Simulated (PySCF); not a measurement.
**[Pb(NH3)3]2+: from a saddle point downhill**

PySCF 2.14.0, RKS BP86, Pb def2-SVP with ECP60, N def2-SVP, H def2-SVP; non-relativistic Hamiltonian with scalar-relativistic core potentials where named; density fitting; no spin-orbit coupling. Relaxed within the symmetry of its start, the geometry (C3h) is

```xyz
13

Pb    0.0000    0.0000    0.0000
N     2.6384    0.0012    0.0000
H     3.0510   -0.4754    0.8231
H     3.0510   -0.4754   -0.8231
H     3.0537    0.9507    0.0000
N    -1.3202    2.2843    0.0000
H    -1.1138    2.8799    0.8231
H    -1.1138    2.8799   -0.8231
H    -2.3502    2.1692    0.0000
N    -1.3182   -2.2855    0.0000
H    -1.9372   -2.4045    0.8231
H    -1.9372   -2.4045   -0.8231
H    -0.7035   -3.1199    0.0000
```

and its lowest harmonic modes are -106, -48, -48, -45, 32, 32 cm⁻¹ (negative: unstable). It was moved along the lowest mode and relaxed again, within the group C3 that the move left.

(1) Where does it end, and how much lower?

(2) How do the contacts change?

(3) Is the end a minimum?

State: singlet.

Results:

(1) In C3, 0.655 eV lower, after 30 steps:
```xyz
13

Pb    0.0000    0.0000   -1.1669
N     2.1213    0.0480    0.1897
H     2.0456   -0.0352    1.2193
H     2.7595   -0.7147   -0.1071
H     2.6533    0.9214    0.0188
N    -1.1022    1.8131    0.1897
H    -0.9923    1.7892    1.2193
H    -0.7608    2.7472   -0.1071
H    -2.1246    1.8372    0.0188
N    -1.0191   -1.8611    0.1897
H    -1.0533   -1.7540    1.2193
H    -1.9987   -2.0325   -0.1071
H    -0.5287   -2.7586    0.0188
```

(2) 
```
      contact  saddle (Å)  end (Å)
 Pb1–N2 (NH3)       2.638    2.518
 Pb1–N6 (NH3)       2.638    2.518
Pb1–N10 (NH3)       2.638    2.518
```


(3) Yes; lowest modes 44, 62, 62, 83, 83, 97 cm⁻¹.
